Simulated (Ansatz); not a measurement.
Basis-set extrapolation for C3H5BS (`BC1=C(S)C1`) (PBE0-D4/def2-TZVP geometry, frozen core, the Gaussian-basis code of Ansatz). Multiplicity 1, RHF reference.

```json
{"": "HF", "def2-TZVPP": "-538.690575", "def2-QZVPP": "-538.707865"}
{"": "MP2 correlation", "def2-TZVPP": "-0.751571", "def2-QZVPP": "-0.803014"}
{"": "CCSD(T) correlation", "def2-TZVPP": "-0.831905", "def2-QZVPP": "not run"}
```

Energies in hartree. Use E(X) = E(∞) + A·exp(−7.88·√X) for Hartree–Fock and E(X) = E(∞) + B·X^(−2.97) for correlation, with X = 3 and 4, and add CCSD(T) minus MP2 of the smaller set to the MP2 limit.

**Question.** What is the CCSD(T) energy at the basis-set limit?

**Answer.** HF limit: -538.707865 + (-0.017290) × 0.13774 = -538.71025. MP2 limit: -0.803014 + (-0.051443) × 0.74074 = -0.84112. Higher-order term: -0.831905 − (-0.751571) = -0.08033. Total: -539.63170 hartree, 2.97 eV below CCSD(T)/def2-TZVPP.
